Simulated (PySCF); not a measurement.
# Re⁻ (rhenium, charge -1) across methods

[Xe] 4f14 5d6 6s2, high-spin 5D determinant. Computed with PySCF 2.14 in aug-cc-pVTZ-PP with one added diffuse shell each of s, p, d, f, g type with ECP60MDF (7s7p6d4f3g, 113 functions), with a scalar-relativistic core potential.

| method | E (hartree) | mean ε 5d α (eV) | mean ε 6s β (eV) | mean ε 5d β (eV) | Σ⟨r²⟩ (bohr²) | ⟨S²⟩ |
| --- | --- | --- | --- | --- | --- | --- |
| revPBE | -78.5499 | 0.714 | 0.839 | 2.612 | 90.21 | 6.097 |
| UHF | -77.76909 | -5.330 | -0.023 | -1.411 | 136.1 | 6.524 |
| LDA | -78.3286 | 0.695 | 0.517 | 2.672 | 88.17 | 6.076 |
| PBE | -78.5089 | 0.724 | 0.762 | 2.625 | 89.50 | 6.087 |
| PBE0 | -78.4646 | -2.557 | -1.025 | 1.094 | 167.5 | 6.469 |
| M06-L | -78.5092 | 0.747 | 1.161 | 2.683 | 83.53 | 6.087 |
| r2SCAN | -78.5090 | 0.327 | 0.693 | 2.613 | 91.36 | 6.151 |
| TPSS | -78.4637 | 0.753 | 0.865 | 2.614 | 88.87 | 6.086 |

Energies and moments cover only the electrons outside the core potential. Spin-orbit coupling, absent here, splits the open shell strongly. ⟨S²⟩ = 6.52 against 6.00 shows spin contamination. The outer electron is barely bound at this level, so radii and moments hang on the diffuse functions.

The highest occupied level is positive at revPBE, LDA, PBE, PBE0, M06-L, r2SCAN, TPSS: only the finite basis holds that electron, which in a density functional comes from self-interaction.
